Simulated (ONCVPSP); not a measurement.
**What one change does to a pseudopotential (fluorine, ONCV)**

```json
{
 "Element": "F",
 "Generator": "ONCVPSP 4.0.1",
 "Type": "optimised norm-conserving Vanderbilt (ONCV)",
 "Functional": "LDA (Perdew-Wang 92)",
 "Relativity": "fully relativistic",
 "Frozen core": "[He]",
 "Valence charge": "7",
 "Reference configuration": "2s2 2p5",
 "Partial waves": "2s: rc 0.65 bohr, ncon 5, nbas 8, qcut 11.1 1/bohr, local; 2p: rc 1.10 bohr, ncon 4, nbas 8, qcut 12.9 1/bohr, 2 projectors, debl 0.8 Ha",
 "Local potential": "the s channel",
 "Core correction": "Teter function, fcfact 3.75, rcfact 1.05"
}
```

Open shells are filled in proportion to 2j + 1.

Change: p: rc 1.

Cutoffs: the cutoffs (Ha) at which the residual kinetic energy of the hardest occupied pseudo-wave falls to 1 and 0.1 mHa per electron; they do not see the model core or the augmentation charge, which bear on the density cutoff. Errors are all-electron minus pseudo energies relative to the spin-unpolarised reference configuration.

Q: What does the change do?

A: The potential gets neither clearly harder nor softer (56 Ha and 315 Ha → 60 Ha and 315 Ha); of the 4 tests that both files solve, the error grows in 0 and shrinks in 3 by more than 15 % and 0.3 meV (median size 44.8 → 34.6 meV); neither file shows a bound ghost. Less of the atom is replaced, so other configurations are described better.

| quantity | base | changed |
| --- | --- | --- |
| cutoff, loose | 56 Ha | 60 Ha |
| cutoff, tight | 315 Ha | 315 Ha |
| loose cutoff by channel | s 55 Ha, p 56 Ha | s 55 Ha, p 60 Ha |
| bound ghosts | none | none |
| GHOST(+) flags under 300 eV | none | none |
| error for 2s2 2p4, meV [ΔE 19.56 eV] | +8.2 | +5.8 |
| error for 2s2 2p3, meV [ΔE 58.08 eV] | +71 | +52 |
| error for 2s2 2p2, meV [ΔE 118.82 eV] | +291 | +221 |
| error for 2s1 2p6, meV [ΔE 18.39 eV] | +19 | +17 |
| s: phases at 0.66 bohr within 0.05 rad from the reference energy up to (Ha; the scan ends near 5) | to the end of the scan | to the end of the scan |
| rms error of d²Exc/dni dnj with the model core, mHa | 12.47 | 12.48 |
